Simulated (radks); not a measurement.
Sr7+, configuration [Ar] 3d10 4s2 4p1.

Calculated with a radial shooting solver on a logarithmic mesh with Libxc functionals: Dirac Kohn-Sham, PBE, spin-unpolarised, spherical densities, finite nucleus; open shells are shared between the two j in proportion to 2j + 1; Fermi nuclear charge, rms radius 4.224 fm.

Energy parts (eV):
total: -86144.966
kinetic: 88749.098
electron-nucleus: -204551.406
Hartree: 32428.737
exchange-correlation: -2771.396

Orbitals (lengths in bohr, moments of r in powers of bohr; <r^-3> diverges for s and p1/2):
orbital,occ.,eigenvalue (eV),<r^-3>,<1/r>,<r^2>,<r>
1s1/2,2,-16042.32,-,39.00,0.002067,0.03916
2s1/2,2,-2265.861,-,8.782,0.03499,0.1721
2p1/2,2,-2072.233,-,8.754,0.02667,0.1474
2p3/2,4,-2003.761,1714,8.414,0.02808,0.1516
3s1/2,2,-440.1656,-,2.943,0.2760,0.4904
3p1/2,2,-369.7042,-,2.835,0.2793,0.4892
3p3/2,4,-359.1299,267.6,2.754,0.2908,0.4994
3d3/2,4,-235.3831,36.83,2.541,0.2914,0.4901
3d5/2,6,-233.5195,35.43,2.520,0.2953,0.4936
4s1/2,2,-133.2428,-,1.113,1.681,1.223
4p1/2,0.333333,-112.9756,-,1.026,1.939,1.311
4p3/2,0.666667,-111.2198,44.84,1.008,1.996,1.330
4d3/2,0,-79.5843,5.106,0.8423,2.777,1.561
4d5/2,0,-79.3270,4.940,0.8389,2.797,1.566
5s1/2,0,-62.7935,-,0.5717,6.370,2.389

The highest occupied level is 4p3/2 at -111.22 eV. Summed over all electrons, <r^2> = 10.79 bohr^2, which gives a Langevin (diamagnetic) susceptibility term of -8.55 x 10^-6 cm^3/mol. For comparison, the ionisation energy in NIST's Atomic Spectra Database is 121.2 eV (semi-empirical). In exact Kohn-Sham theory the highest level is minus the ionisation energy, but local and semilocal functionals leave it too shallow, through self-interaction and a potential that decays too fast; potentials with the right tail come closer. The electron density at the nucleus is 6.103e+04 e/bohr^3. The density falls to 0.001 e/bohr^3 at r = 2.54 bohr.

Beside tabulated values, note that spin-unpolarised runs miss the spin-polarisation part of the exchange energy of open shells.
